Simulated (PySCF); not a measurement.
Al(Cl)3(OH2), H₂AlCl₃O, singlet (B3LYP/def2-SVP optimised geometry):

```
7

Al    -0.579    -0.153     0.000
Cl    -1.549    -1.742     0.990
Cl     1.552    -0.153     0.000
Cl    -1.552     1.742     0.000
O     -0.786    -0.500    -1.929
H     -1.266     0.223    -2.370
H      0.081    -0.595    -2.361
```

Computed with B3LYP/def2-TZVP (PySCF).

Question: What are the frontier orbital energies and the dipole moment?

Answer: HOMO-2 -8.88 eV, HOMO-1 -8.73 eV, HOMO -8.43 eV, LUMO -1.26 eV, LUMO+1 0.11 eV; dipole moment 5.08 D.

On the same geometry PySCF 2.14.0 with PBE/def2-TZVP gives HOMO-2 -7.76 eV, HOMO-1 -7.61 eV, HOMO -7.32 eV, LUMO -1.77 eV, LUMO+1 -0.54 eV; dipole moment 4.98 D.

Meta-Löwdin charges at B3LYP/def2-TZVP: Al1 0.87, Cl2 -0.35, Cl3 -0.37, Cl4 -0.37, O5 -0.55, H6 0.39, H7 0.39.
